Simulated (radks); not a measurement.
All-electron atom: Mo2+ in [Kr] 4d4.

Method: scalar-relativistic Kohn-Sham, PBE, spin-polarised, spherical densities, point nucleus; open shells are filled with parallel spins first (spin-orbit coupling, left out, can overturn this in heavy ions); hard spherical wall at 5 bohr; computed with a radial shooting solver on a logarithmic mesh with Libxc functionals.

Energy parts (Ry):
| part | energy |
|---|---|
| total | -8095.79380 |
| kinetic | 8347.81351 |
| electron-nucleus | -19459.21041 |
| Hartree | 3261.84352 |
| exchange-correlation | -246.24043 |

Orbitals (lengths in bohr, moments of r in powers of bohr; r(max) is where P^2 peaks):
orbital,occ.,eigenvalue (Ry),r(max)
1s down,1,-1458.253,0.02287
1s up,1,-1458.251,0.02287
2s up,1,-207.0982,0.1296
2s down,1,-207.0642,0.1296
2p up,3,-185.2746,0.1036
2p down,3,-185.2494,0.1036
3s up,1,-36.34530,0.3836
3s down,1,-36.32790,0.3837
3p up,3,-29.19580,0.3771
3p down,3,-29.17612,0.3772
3d up,5,-17.56928,0.3225
3d down,5,-17.53810,0.3227
4s up,1,-6.12041,0.9911
4s down,1,-5.93208,0.9857
4p up,3,-4.21974,1.074
4p down,3,-4.01080,1.066
4d up,4,-1.58643,1.352
4d down,0,-1.36054,1.339
5s up,0,-1.26117,2.521
5s down,0,-1.09334,2.550
5p up,0,-0.78137,2.848
5p down,0,-0.62528,2.859
4f up,0,0.12153,2.927
4f down,0,0.29595,2.972

The highest occupied level is 4d up at -21.584 eV. Summed over all electrons, <r^2> = 30.44 bohr^2, which gives a Langevin (diamagnetic) susceptibility term of -24.1 x 10^-6 cm^3/mol. The density falls to 0.001 e/bohr^3 at r = 3.53 bohr. The pressure on the wall is 1.92 GPa. Spin moment in Bohr magnetons: 4.
